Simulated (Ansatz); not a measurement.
Abridged output of a molecular run in Ansatz:

```
Functional definition: HF
1378 factors; integrals over basis functions are off by at most 1.2e-3 eV
mean field evaluation 1: about -9512.1879 eV, gradient 5.9e1 eV
mean field evaluation 2: about -9512.3643 eV, gradient 5.9e1 eV
mean field evaluation 4: about -9519.9213 eV, gradient 5.1e0 eV
mean field evaluation 8: about -9520.0274 eV, gradient 7.5e-1 eV
mean field -9520.02903087 eV, -349.8546139771 hartree, gradient 1.7e-6 eV, S^2 0.000000; 0 other end points of the search recorded, 0 dependent functions left out
6 core orbitals not correlated: weight in the atoms' cores, before any rotation towards them, 1.000 or more for the frozen orbitals, at most 0.000 for the correlated occupied ones
reference -9520.02903087 eV, -349.8546139771 hartree; 22, 22 occupied and 107, 107 virtual orbitals, 1378 factors
second order -30.38200487 eV of doubles, -0.00000000 eV of singles
cycle   1  -29.82516519 eV  change    5.6e-1 eV  update   1.8e-1
cycle   2  -30.72906654 eV  change   -9.0e-1 eV  update   6.3e-2
cycle   3  -31.01177446 eV  change   -2.8e-1 eV  update   3.4e-2
cycle   4  -31.02900705 eV  change   -1.7e-2 eV  update   1.0e-2
cycle   5  -31.02826548 eV  change    7.4e-4 eV  update   3.5e-3
cycle   6  -31.03057176 eV  change   -2.3e-3 eV  update   1.0e-3
cycle   7  -31.03085849 eV  change   -2.9e-4 eV  update   4.4e-4
cycle   8  -31.03077466 eV  change    8.4e-5 eV  update   1.1e-4
cycle   9  -31.03085873 eV  change   -8.4e-5 eV  update   5.2e-5
cycle  10  -31.03086321 eV  change   -4.5e-6 eV  update   1.7e-5
perturbative correction -1.24586752 eV, -0.0457847867 hartree
Total energy: -9552.30576160 eV, -351.0407619532 hartree
```

Its atoms:

Cartesian coordinates in Å:
```
C -2.840 -1.304 -0.141
C -1.806 -0.669 -0.219
Zr 0.089 0.442 -0.319
O 0.751 0.341 -2.098
O -0.232 2.229 0.247
C 1.580 -0.454 1.028
C 2.380 -0.973 1.781
H -3.746 -1.863 -0.070
H 1.066 0.508 -2.982
H -0.323 3.174 0.329
H 3.081 -1.431 2.443
```

Problem. Which basis set was used?
A. cc-pV(T+d)Z
B. def2-TZVPPD
C. def2-SVP
D. def2-TZVPP

Solution. C. It gives 135 functions.

Problem. Write the keys of the input that set method, charge and spin (a neutral closed shell needs none for the last two).

Solution. 
```yaml
correlation: {method: ccsd_t}
```
